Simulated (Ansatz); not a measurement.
Ansatz (a quantum-chemistry and plane-wave program) input:

Ansatz 0.2 input:
```yaml
crystal:
  periodic: [false, false, false]
  atoms:
    - {symbol: Y, position_ang: [0.44514175, 0.31542447, -0.24083734]}
    - {symbol: O, position_ang: [-0.54121607, 1.54806852, -1.13080838]}
    - {symbol: Cl, position_ang: [-0.76651763, -1.45212367, 1.08465432]}
basis:
  gaussian:
    orbitals: def2-SVPD
magnetization: {spin_polarized: false}
correlation: {method: ccsd_t, electrons: outside_noble_gas}
output: {forces: true}
```

**Question.** Predict the final energy.

**Answer.** -572.57853 Eh (CCSD(T)/def2-SVPD). The basis has 84 functions.
